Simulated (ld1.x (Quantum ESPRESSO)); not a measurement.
revPBE TM dataset for magnesium (Mg), scalar-relativistic all-electron reference.

ld1.x (Quantum ESPRESSO) 7.5 input, shortened:

```
&input
   title='Mg', zed=12., rel=1, dft='REVPBE', iswitch=3,
   config='[Ne] 3s1 3p0 3d-2'
 /
 &inputp
   pseudotype=2, tm=.true., lloc=-1, rcloc=0.60,
   nlcc=.false.
 /
3
2S  1  0   2.00   0.00  0.65  0.65  0.0
2P  2  1   6.00   0.00  0.65  0.65  0.0
3D  3  2  -2.00   0.35  0.55  0.55  0.0
 &test
   configts(1)='2s2 2p6 3s1 3p0'
 /
```

Occupied shells without a wave of their own: 3s. They enter only through the test configuration that unscreens the potential.

All-electron outer shells of the reference configuration (revPBE, scalar-relativistic, ld1.x):

```tsv
shell	level (eV)	outermost node (bohr)	outermost maximum (bohr)
2s	-89.01	0.18	0.54
2p	-55.64	–	0.48
3s	-11.29	0.89	2.38
3p	-7.02	0.94	2.94
```

**Question.** Does the generator finish with these settings?

**Answer.** Yes, a potential is produced.

**Question.** Estimate the cutoffs (Ry, on a coarse ladder) from which the occupation-weighted sum of valence levels, in a spherical-Bessel basis at the reference potential, stays within 10 and 1 mRy of its value at 400 Ry.

**Answer.** 300 Ry and over 300 Ry.

**Question.** Does the potential have ghost states?

**Answer.** No extra level below or beside the all-electron valence levels (s, p, d, f tested).

**Question.** Tests: 2s2 2p6 3s2 3p0; 2s2 2p6 3s0 3p0; 2s2 2p6 3s1.5 3p0; 2s2 2p6 3s0 3p2; 2s2 2p6 3s1 3p1; 2s1 2p6 3s2 3p0; 2s2 2p5 3s2 3p0. Which has the largest error in its energy relative to the reference configuration, and how large is it?

**Answer.** 2s2 2p5 3s2 3p0, with +44 meV (all-electron minus pseudo) on +50.60 eV.
